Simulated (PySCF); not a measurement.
## Pm⁵⁷⁺: ionisation energy

Pm⁵⁷⁺ [He] 2s2 (1S) → Pm⁵⁸⁺ [He] 2s1 (2S), as a difference of total energies. All numbers are calculated (PySCF 2.14, the spin-free X2C one-electron Hamiltonian (Gaussian nucleus), in an even-tempered Gaussian basis (19 s from 34 bohr⁻², ratio 2.2; 8 p from 52 bohr⁻², ratio 2.4; 5 d from 160 bohr⁻², ratio 2.4; 5 f from 230 bohr⁻², ratio 2.4; 4 g from 350 bohr⁻², ratio 2.4)). Correlated levels: nothing frozen; virtual orbitals above 40 to 60 times the deepest correlated orbital energy dropped. The calculations carry no spin-orbit coupling.

| method | ionisation energy (eV) |
| --- | --- |
| UHF | 12546.1 |
| LDA | 12539.3 |
| PBE | 12553.0 |
| PBE0 | 12551.6 |
| r2SCAN | 12543.8 |
| M06 | 12544.6 |
| TPSSh | 12551.4 |
| MP2 (all electrons) | 12551.5 |
| SCS-MP2 (all electrons) | 12552.6 |

Question: How much does correlation contribute at MP2 (all electrons)?

Answer: 12551.5 − (12546.1) = 5.4 eV, measured against UHF.

For this ion Breit and QED terms and the two-electron picture change, all absent here, outweigh the differences among the correlated methods.

For comparison: 12532 ± 6 eV (theoretical estimate listed by NIST; NIST Atomic Spectra Database, ionization energies).
